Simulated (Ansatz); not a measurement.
`NB1[NH][SbH][S]1` → B• + 4 H• + 2 N• + S• + Sb•  (atomization)

Calculated with Ansatz (gas phase, PBE0-D4/def2-TZVP geometries, no zero-point term in ΔE). CCSD(T)/CBS adds triple-zeta CCSD(T) − MP2 to the extrapolated MP2 energy (def2 sets, frozen cores). This one scheme is used for every species, atoms too. For atomizations the MP2-based limit and the directly extrapolated one differ by several kJ/mol either way, and by 10 to 25 for some Ge, Se and Sn compounds, so smaller differences from it don't rank the levels. DFT in def2-TZVPP. HSE06 is defined as in plane-wave codes. No spin–orbit coupling; open shells (•) take unrestricted orbitals. Spin–orbit coupling would lower the free atoms: a little for B, S. Elements past krypton have def2 core potentials. Bonds to Sb are less sure, by a few kJ/mol each and by 10 to 20 or more in all where they break to atoms, as the def2 sets lack core-valence functions. One conformer a species, not always the lowest.

`NB1[NH][SbH][S]1`:

```xyz
9

N     0.036   -1.689    0.494
B    -0.161   -0.329    0.209
N     0.815    0.650   -0.126
Sb   -0.329    2.331   -0.119
S    -1.847    0.477    0.246
H     0.936   -2.133    0.458
H    -0.720   -2.307    0.723
H     1.815    0.572   -0.053
H    -0.544    2.428   -1.832
```

**Question.** What is ΔE at CCSD(T)/CBS? (Estimate.)

**Answer.** Computed: +32.67 eV.

**Question.** What do these levels give: B2PLYP, revPBE, PBE0, HSE06, HF/def2-TZVPP, SCS-MP2/def2-QZVPP? (Best estimate.)

**Answer.** Computed: B2PLYP 32.31, revPBE 32.10, PBE0 32.67, HSE06 32.70, HF/def2-TZVPP 21.15, SCS-MP2/def2-QZVPP 32.81 eV.

Largest T1 diagnostic among the species: 0.014.

From BLYP to BHLYP (50 % exact exchange), in def2-TZVPP and without D4, ΔE moves by −1.39 eV: exact exchange takes away binding that semilocal exchange gives to molecules. In def2-TZVPP, CCSD(T) changes the Hartree–Fock value by +10.17 eV (the triples alone add +0.77 eV) and MP2 by +10.81 eV; breaking electron pairs costs correlation energy, which Hartree–Fock lacks. At CCSD(T), def2-SVP lies −3.18 eV from the extrapolated value and def2-TZVPP −1.35 eV: correlation converges slowly with the basis, and small sets miss more of it in the bonded molecule than in its fragments.
